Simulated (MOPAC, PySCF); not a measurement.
C3H5NSi, SMILES `C=[SiH]CC#N` (C–Si–C–C torsion 130°), neutral singlet in the gas phase. 

Cartesian coordinates (Å):
```xyz
10

C      2.0300     0.2086     0.3688
Si     0.6345    -0.2952    -0.4490
C     -1.0701    -0.2392     0.3645
C     -2.0454     0.4223    -0.4726
N     -2.7962     0.9480    -1.1680
H      3.0085     0.1522    -0.0936
H      2.0067     0.6118     1.3744
H      0.6178    -0.8395    -1.8209
H     -1.4113    -1.2567     0.5788
H     -0.9746     0.2878     1.3176
```
Charge 0, multiplicity 1.

All levels are single points at this geometry (PBE0-D3(BJ)/def2-TZVP); Pople sets use spherical d functions. Orbital energies aren't observables, and empty levels follow the basis.

```json
[
 {"level": "PBE-D3(BJ)/def2-TZVP in PySCF", "HOMO (eV)": "-5.95", "LUMO (eV)": "-2.24", "gap (eV)": "3.72", "dipole (D)": "3.41", "vertical IE, Delta-SCF (eV)": "9.00"},
 {"level": "PBE0-D3(BJ)/def2-TZVP in PySCF", "HOMO (eV)": "-6.93", "LUMO (eV)": "-1.39", "gap (eV)": "5.54", "dipole (D)": "3.41", "vertical IE, Delta-SCF (eV)": "8.89"},
 {"level": "BP86/6-31G* in PySCF", "HOMO (eV)": "-5.83", "LUMO (eV)": "-1.94", "gap (eV)": "3.89", "dipole (D)": "3.48", "vertical IE, Delta-SCF (eV)": "–"},
 {"level": "PBE/6-31G* in PySCF", "HOMO (eV)": "-5.74", "LUMO (eV)": "-1.85", "gap (eV)": "3.89", "dipole (D)": "3.46", "vertical IE, Delta-SCF (eV)": "8.86"},
 {"level": "PM3 in MOPAC", "HOMO (eV)": "-8.86", "LUMO (eV)": "-0.79", "gap (eV)": "8.07", "dipole (D)": "3.34", "vertical IE, Delta-SCF (eV)": "–"},
 {"level": "PM6 in MOPAC", "HOMO (eV)": "-8.51", "LUMO (eV)": "-0.51", "gap (eV)": "8.00", "dipole (D)": "2.80", "vertical IE, Delta-SCF (eV)": "–"}
]
```
